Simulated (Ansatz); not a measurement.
`[CH3][W](=[O])([OH])=[S]` + HCl → `[CH3][W](=[O])(=[S])[Cl]` + H₂O at 700 K and 1 bar (ligand exchange at a W–O bond).

Gas-phase electronic energies from Ansatz, PBE0-D4/def2-TZVP geometries. CCSD(T)/CBS is the MP2 limit (def2-TZVPP, def2-QZVPP) plus CCSD(T) − MP2 in def2-TZVPP, frozen cores. This one scheme is used for every species. def2 core potentials past Kr. For W outer-core shells are correlated without core-valence functions, which leaves a few kJ/mol of doubt a bond. Each species was taken in one conformer, which may not be the lowest.

```
                   species  CCSD(T)/CBS energy (Eh)  H − E (kJ/mol)  S (J/(mol·K))
`[CH3][W](=[O])([OH])=[S]`               -655.68404           219.1          479.3
                       HCl               -460.38127            38.4          211.8
`[CH3][W](=[O])(=[S])[Cl]`              -1039.69635           182.2          474.9
                       H₂O                -76.37941            80.5          218.4
```

H − E and S are ideal-gas, rigid-rotor, harmonic terms from PBE0-D4/def2-TZVP, for one conformer and one mirror image of each species. 1 Eh = 2625.50 kJ/mol, R = 8.31446 J/(mol·K).

Question: By hand: ΔE, ΔH, ΔS and ΔG.

Answer: ΔE = (-1039.69635) + (-76.37941) − (-655.68404) − (-460.38127) = -0.01045 Eh = -27.4 kJ/mol. Δ(H − E) = 182.2 + 80.5 − 219.1 − 38.4 = 5.2, so ΔH = -22.2 kJ/mol. ΔS = 474.9 + 218.4 − 479.3 − 211.8 = 2.2 J/(mol·K). ΔG = -22.2 − 700 × (2.2)/1000 = -23.7 kJ/mol.

Question: By hand: the equilibrium constant, and the temperature at which ΔG would vanish if ΔH and ΔS stayed fixed.

Answer: log₁₀ K = −ΔG/(RT ln 10) = 1.8. ΔH and −TΔS have one sign here, so there is no such temperature.

The number of gas molecules stays the same, so ΔS is small and ΔH decides. A doubt of 5 kJ/mol in ΔE shifts log₁₀ K by 0.4 here. Other conformers and mirror images would add mixing entropy, several J/(mol·K) or more a flexible species. These are equilibria of isolated gas molecules and say nothing of rates. Largest T1 diagnostic: 0.023 (customary marks: 0.02 for closed shells, 0.045 for open ones).

ΔS is within the doubt of such terms, so its sign, and with it that verdict, could turn.
